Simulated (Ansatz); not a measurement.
C2H8O2Si can be A, `CC(O)O[SiH3]`, or B, `OCC[SiH2]O`.

Computed with Ansatz on PBE0-D4/def2-TZVP structures; ΔE is electronic, products minus reactants. CCSD(T)/CBS is the MP2 limit (def2-TZVPP, def2-QZVPP) plus CCSD(T) − MP2 in def2-TZVPP, frozen cores. DFT in def2-TZVPP. B3LYP here is the variant with VWN-RPA as its local correlation; programs differ in this. Each species was taken in one conformer, which may not be the lowest.

A:

Z-matrix (Å, degrees):
```
C
C 1 1.507
H 1 1.091 2 110.5
H 1 1.091 2 109.2 3 -120.0
H 1 1.091 2 110.1 3 120.3
O 2 1.389 1 107.8 3 -179.7
O 2 1.414 1 111.4 3 61.2
H 2 1.104 1 110.6 3 -59.0
H 6 0.962 2 108.1 1 -175.8
Si 7 1.644 2 124.5 1 -86.8
H 10 1.480 7 106.4 2 -169.0
H 10 1.491 7 110.1 2 -49.1
H 10 1.488 7 112.0 2 71.1
```

B:

Z-matrix (Å, degrees):
```
C
C 1 1.514
O 1 1.425 2 108.2
H 1 1.098 2 109.9 3 120.2
H 1 1.098 2 111.0 3 -120.6
Si 2 1.880 1 112.7 3 -53.7
H 2 1.095 1 110.0 3 68.2
H 2 1.096 1 109.2 3 -174.8
H 3 0.960 1 109.0 2 178.0
O 6 1.645 2 110.9 1 65.0
H 6 1.485 2 110.7 1 -176.0
H 6 1.494 2 107.6 1 -57.5
H 10 0.964 6 111.0 2 -36.2
```

Q: Which isomer does CCSD(T)/CBS put lower? Give the gap. (Estimate.)

A: Computed: B, by 12.4 kcal/mol.

Q: Give E(B) − E(A) in kcal/mol with HF/def2-TZVPP, B2PLYP, CCSD(T)/def2-TZVPP, CCSD/def2-TZVPP, B3LYP-D4, ωB97M-V, B3LYP. (Best estimate.)

A: Computed: HF/def2-TZVPP -8.0, B2PLYP -11.2, CCSD(T)/def2-TZVPP -11.6, CCSD/def2-TZVPP -11.4, B3LYP-D4 -10.9, ωB97M-V -11.9, B3LYP -10.4. None reverses the order clearly.

Largest T1 diagnostic: 0.011.

In def2-TZVPP, CCSD(T) changes the Hartree–Fock value by −3.6 kcal/mol (the triples alone add −0.1 kcal/mol) and MP2 by −4.9 kcal/mol.
